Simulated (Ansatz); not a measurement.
A nudged elastic band was laid between two geometries of CH6Si + FH + H2O (13 atoms, charge 0, multiplicity 1).

Theory: RKS B3LYP-D4/def2-SVP (Ansatz).

| Property | Result |
| --- | --- |
| movable images | 7 |
| climbing image | yes |
| spring | 5.0 eV/Å² |
| optimiser | quadratic models (default) |
| start path | through a guess of the saddle point |
| force threshold | 0.03 eV/Å |
| iteration limit | 60 |
| end points | relaxed |

Image 0:

```xyz
13
Properties=species:S:1:pos:R:3
Si -0.606 -0.826 -1.015
C 1.055 0.053 -0.967
H -0.542 -2.028 -1.901
H -1.726 0.041 -1.460
H -0.948 -1.371 0.348
H -0.397 1.040 1.785
O -0.974 1.530 1.177
H 0.008 -0.995 1.564
F 0.542 -0.559 2.203
H 1.342 0.400 -1.972
H 1.848 -0.612 -0.592
H 0.972 0.919 -0.297
H -0.574 2.408 1.127
```

Image 8:

```xyz
13
Properties=species:S:1:pos:R:3
Si -1.854 -0.688 -0.343
C 2.003 0.479 -0.431
H -0.791 -1.616 -0.811
H -2.689 -0.272 -1.506
H -2.690 -1.315 0.706
H -0.348 0.092 1.687
O -1.186 0.693 0.387
H 1.530 0.069 0.470
F 0.123 -0.536 2.218
H 1.856 1.570 -0.477
H 1.575 0.009 -1.329
H 3.083 0.275 -0.404
H -0.612 1.241 -0.165
```

Q: What changes between the two ends?

A: Bonds broken: Si1–C2, H6–O7, H8–F9. Bonds formed: Si1–O7, C2–H8, H6–F9. CH6Si + FH + H2O becomes CH4 + FH + H4OSi.

Q: What energy profile does the band end with?

A: The run converged. The highest image is number 3 of 0 to 8, 1.77 eV above the first end and 2.81 eV above the last; the last end lies 1.04 eV below the first. Neighbouring images differ by up to 2.0 eV, so the band resolves the path poorly. A vibrational analysis at the climbing image gives one clearly imaginary mode, 1083i cm⁻¹: a first-order saddle point. The orbitals stay closed-shell, which can raise the energy where a bond breaks towards radicals; this wasn't checked here.

```tsv
image	path coordinate (Å)	energy (eV)	Si1–C2 (Å)	H6–O7 (Å)	H8–F9 (Å)
0	0.00	0.00	1.88	0.97	0.94
1	1.04	0.11	1.90	0.97	0.93
2	2.08	0.50	1.95	0.98	0.95
3	3.12	1.77	2.24	1.06	1.26
4	4.20	-0.18	2.87	1.49	1.90
5	5.28	-0.96	3.50	1.63	2.26
6	6.36	-1.03	4.02	1.66	2.33
7	7.44	-1.03	4.04	1.66	2.33
8	8.52	-1.04	4.03	1.66	2.32
```

Q: What is the geometry of the highest image?

A: 
```xyz
13
Properties=species:S:1:pos:R:3:forces:R:3
Si -0.945 -0.550 -0.472 0.00 0.00 -0.01
C 1.213 0.060 -0.508 0.00 0.00 -0.01
H -0.376 -1.704 -1.251 0.00 0.00 0.00
H -1.620 0.289 -1.502 0.00 0.00 0.00
H -1.844 -1.251 0.479 0.00 0.00 0.00
H -0.435 0.502 1.564 0.01 -0.01 0.01
O -1.085 0.942 0.845 -0.01 0.02 0.00
H 0.810 -0.302 0.679 0.00 0.00 0.01
F 0.520 -0.392 1.903 -0.01 0.01 0.00
H 0.792 0.461 -1.447 0.00 0.00 0.00
H 1.893 -0.753 -0.797 0.00 0.00 0.00
H 1.782 0.904 -0.080 0.00 0.00 0.00
H -0.704 1.795 0.586 0.00 0.00 0.00
```

Time of the run: 7 min on 2 threads of Arm Neoverse V1 (shared host), peak memory 0.24 GiB.
